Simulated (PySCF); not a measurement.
All of these have the formula C6H13FGe. Method: TDDFT CAM-B3LYP/def2-SVPD, vertical, gas phase, core orbitals frozen in the response (PySCF). Geometries: PBE0-D3(BJ)/def2-SVP; one conformer of each isolated species. Triplets are in the Tamm–Dancoff approximation. Relativistic effects are left out although some hold elements past zinc.

Question: Rank by computed HOMO energy, lowest first.
A. `C[C@@H]1CC[C@@H](F)[CH2][GeH2]1`
B. `CC(C)[C@@H]1[GeH2][CH2][C@@H]1F`
C. `C[C@@]1(CF)C[CH2][GeH2][CH2]1`
D. `C[C@@H]1[CH2][GeH2][CH2][C@H](F)C1`

Answer: D (-9.47 eV), C (-9.32 eV), A (-9.12 eV), B (-8.97 eV).

| SMILES | HOMO (eV) | T1 (eV) | f (S1) | gap (eV) | LUMO (eV) | S1 mainly |
| --- | --- | --- | --- | --- | --- | --- |
| C[C@@H]1[CH2][GeH2][CH2][C@H](F)C1 | -9.47 | 7.42 | 0.016 | 10.56 | 1.09 | H→L (86%) |
| C[C@@]1(CF)C[CH2][GeH2][CH2]1 | -9.32 | 7.08 | 0.005 | 10.38 | 1.05 | H→L (85%) |
| C[C@@H]1CC[C@@H](F)[CH2][GeH2]1 | -9.12 | 7.07 | 0.004 | 10.20 | 1.09 | H→L (80%) |
| CC(C)[C@@H]1[GeH2][CH2][C@@H]1F | -8.97 | 6.13 | 0.054 | 9.92 | 0.95 | H→L (69%) |

H and L stand for HOMO and LUMO.
